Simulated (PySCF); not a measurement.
Ru³⁸⁺: ionisation energy

Ru³⁸⁺ [He] 2s2 2p2 [2p1/2^2, M_J = 0] → Ru³⁹⁺ [He] 2s2 2p1 [2p1/2^1, M_J = 1/2], as a difference of total energies. All numbers are calculated (PySCF 2.14, the two-component X2C-1e Hamiltonian, in an uncontracted even-tempered set (17 s from 17 bohr⁻², ratio 2.4; 12 p from 23 bohr⁻², ratio 2.4; 5 d from 77 bohr⁻², ratio 2.6; 4 f from 110 bohr⁻², ratio 2.6)). Correlated levels: nothing frozen; the 32 highest virtual spinors dropped. "Screened" scales the spin-orbit matrix elements by Boettger's factors to mimic the two-electron term; Breit and QED terms are absent.

```
                    method  ionisation energy (eV)
           GHF (spin-free)                  5580.6
          GMP2 (spin-free)                  5580.2
 GHF (screened spin-orbit)                  5658.8
GMP2 (screened spin-orbit)                  5661.1
```

Question: How much does correlation contribute at GMP2 (screened spin-orbit)?

Answer: 5661.1 − (5658.8) = 2.3 eV, measured against GHF (screened spin-orbit).

For this ion Breit and QED terms and the two-electron picture change, all absent here, outweigh the correlation shift from GHF to GMP2.

The spin-free rows relax to the high-spin LS determinant and lack the spin-orbit shift.

The labels give the starting determinants; with spin-orbit coupling the two ends relaxed to ⟨J²⟩ = 0.00, ⟨L²⟩ = 1.33, ⟨S²⟩ = 1.33 and ⟨J²⟩ = 0.75, ⟨L²⟩ = 2.00, ⟨S²⟩ = 0.75.

For comparison: 5647 ± 6 eV (semi-empirical (NIST evaluation); NIST Atomic Spectra Database, ionization energies).
